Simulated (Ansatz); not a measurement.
CH₃F ··· H₂Te

The pair of CH₃F (SMILES CF, atoms 1–5) and H₂Te (SMILES [TeH2], atoms 6–8), both closed shells, in one local arrangement (a lower one may exist), relaxed at PBE0-D4/def2-TZVP:

C1  (-0.053, -0.031, -1.481)
F2  (-0.410, -0.014, -2.812)
H3  (0.116, -1.063, -1.167)
H4  (-0.858, 0.408, -0.887)
H5  (0.863, 0.549, -1.347)
Te6  (0.872, -0.036, 2.410)
H7  (-0.140, 1.260, 2.610)
H8  (-0.391, -1.074, 2.673)
(Å)

Ansatz 0.2.0; basis: def2-TZVPPD, with def2-QZVPPD for the basis limit; cores frozen in the correlated methods. Filled d shells of the heavier atoms are correlated. Core potentials replace the inner electrons of the atoms past krypton. The def2 sets are not built for correlating such inner shells, so the correlated values are less sure here. B3LYP uses VWN-RPA correlation. Extrapolation: Hartree–Fock as exp(−7.88 √X), correlation as X^−2.97. Interaction energies count from these two fragments, frozen as in the pair, with the counterpoise correction; negative means bound.

**Question.** What is the interaction energy by CCSD(T) at an estimated basis limit (MP2 extrapolated from triple and quadruple zeta, plus CCSD(T) − MP2 in triple zeta)? (An estimate is asked for; the value comes from the calculation.)

**Answer.** Computed: -1.14 kcal/mol. Hartree–Fock alone gives 0.30 kcal/mol at the basis limit, so without correlation the pair would not bind at this distance. It counts from the two fragments frozen as in the pair.

The same quantity by other methods in triple zeta, and each one's difference from that estimate:
| method | E_int (kcal/mol) | difference |
| --- | --- | --- |
| PBE-D4 | -1.45 | -0.31 |
| revPBE-D4 | -1.17 | -0.03 |
| BLYP-D4 | -1.06 | 0.08 |
| r2SCAN-D4 | -1.04 | 0.10 |
| B97M-V | -1.12 | 0.01 |
| PBE0-D4 | -1.32 | -0.18 |
| B3LYP-D4 | -1.17 | -0.03 |
| HSE06-D4 | -1.33 | -0.19 |
| wB97X-V | -1.15 | -0.01 |
| wB97M-V | -1.14 | 0.00 |
| B2PLYP | -0.42 | 0.72 |
| HF | 0.30 | 1.44 |
| MP2 | -1.04 | 0.10 |
| CCSD | -0.77 | 0.37 |
| CCSD(T) | -0.95 | 0.19 |
Differences are method less estimate.

**Question.** Which atoms make the shortest contact between the fragments?

**Answer.** H4 and H7, 3.67 Å apart.

Basis-set superposition shift (counterpoise-corrected less uncorrected): CCSD(T) 0.56; MP2 0.57; HF 0.03; PBE0-D4 0.03; wB97M-V 0.06 kcal/mol.

No T1 diagnostic of these runs exceeds 0.011.

For scale, one of the runs: CCSD(T)/def2-TZVPPD, 221 basis functions, launched by `ansatz run in.yaml --threads 4 --pin off --events-out ev --progress --plain --max-ram 9574MiB`. The run took 2.1 min on 4 CPU threads of an AMD EPYC 7R43 (shared host), with 3.9 GiB of host memory at its peak.
